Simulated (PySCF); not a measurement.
## Atomic charges by several schemes

Species: CH8O3Si3.
Cartesian coordinates in Å at the GFN2-xTB level; atoms count from 1:
```xyz
15
CH8O3Si3 angstrom
C      2.417    0.540   -0.039
Si     0.791    0.106    0.814
O     -0.320    1.249    0.472
Si    -1.797    1.138   -0.193
O     -2.082   -0.411   -0.593
Si    -1.154   -1.737   -0.448
O      0.252   -1.328    0.253
H      2.818    1.467    0.358
H      2.300    0.661   -1.113
H      3.154   -0.238    0.131
H      0.815   -0.013    2.267
H     -2.760    1.495    0.834
H     -1.756    1.900   -1.431
H     -1.847   -2.634    0.462
H     -0.835   -2.187   -1.794
```

Density: PBE0/pcSseg-1 (PySCF); schemes: Mulliken, IAO, Hirshfeld and ESP-fitted. Isolated species at its GFN2-xTB geometry, gas phase.

**Question.** What partial charge does each atom carry?

**Answer.** In e:

```csv
atom,environment,Mulliken,IAO,Hirshfeld,ESP-fitted
C1,Si-methyl carbon,-0.649,-0.755,-0.216,-0.919
Si2,oxygen-bound silicon,+1.127,+1.333,+0.484,+1.201
O3,siloxane oxygen,-0.746,-0.892,-0.311,-0.643
Si4,oxygen-bound silicon,+1.027,+1.219,+0.466,+0.851
O5,siloxane oxygen,-0.743,-0.895,-0.312,-0.578
Si6,oxygen-bound silicon,+1.027,+1.219,+0.466,+0.847
O7,siloxane oxygen,-0.746,-0.892,-0.311,-0.641
H8,methyl hydrogen,+0.141,+0.163,+0.046,+0.207
H9,methyl hydrogen,+0.143,+0.163,+0.049,+0.248
H10,methyl hydrogen,+0.141,+0.163,+0.047,+0.208
H11,Si–H hydrogen,-0.142,-0.172,-0.088,-0.222
H12,Si–H hydrogen,-0.144,-0.163,-0.080,-0.141
H13,Si–H hydrogen,-0.146,-0.164,-0.081,-0.140
H14,Si–H hydrogen,-0.144,-0.163,-0.080,-0.140
H15,Si–H hydrogen,-0.146,-0.164,-0.081,-0.138
```

Mean size of the charges over all atoms: IAO 0.568 e, Mulliken 0.481 e, ESP-fitted 0.475 e, Hirshfeld 0.208 e. Each set sums to the total charge, 0, to within 0.001 e. The Mulliken scheme gives each basis function's population to the atom it is centred on and halves the overlap population of two atoms between them. The IAO scheme counts the electrons in orthogonalised intrinsic atomic orbitals, a minimal basis polarised so that it spans the occupied orbitals exactly.

Lowest charge. The schemes don't all agree: Mulliken O3 and O7 (-0.746); IAO O5 (-0.895); Hirshfeld O5 (-0.312); ESP-fitted C1 (-0.919).

Highest charge. All schemes agree: Mulliken Si2 (+1.127); IAO Si2 (+1.333); Hirshfeld Si2 (+0.484); ESP-fitted Si2 (+1.201).

**Question.** Sum the charges by element, for elements with more than one atom.

**Answer.** 
```json
{"element": "Si", "atoms": "3", "Mulliken": "+3.180", "IAO": "+3.771", "Hirshfeld": "+1.417", "ESP-fitted": "+2.899"}
{"element": "O", "atoms": "3", "Mulliken": "-2.234", "IAO": "-2.679", "Hirshfeld": "-0.934", "ESP-fitted": "-1.862"}
{"element": "H", "atoms": "8", "Mulliken": "-0.297", "IAO": "-0.337", "Hirshfeld": "-0.266", "ESP-fitted": "-0.118"}
```

**Question.** How closely do the schemes follow one another over all atoms?

**Answer.** Correlation coefficient and root-mean-square difference: Mulliken with IAO 1.00, 0.115 e; IAO with Hirshfeld 1.00, 0.464 e; Mulliken with Hirshfeld 1.00, 0.350 e; Mulliken with ESP-fitted 0.98, 0.120 e; IAO with ESP-fitted 0.98, 0.193 e; Hirshfeld with ESP-fitted 0.97, 0.338 e.

**Question.** How many electrons does the ESP-fitted scheme count on C1?

**Answer.** Z − q = 6 − (-0.919) = 6.919.
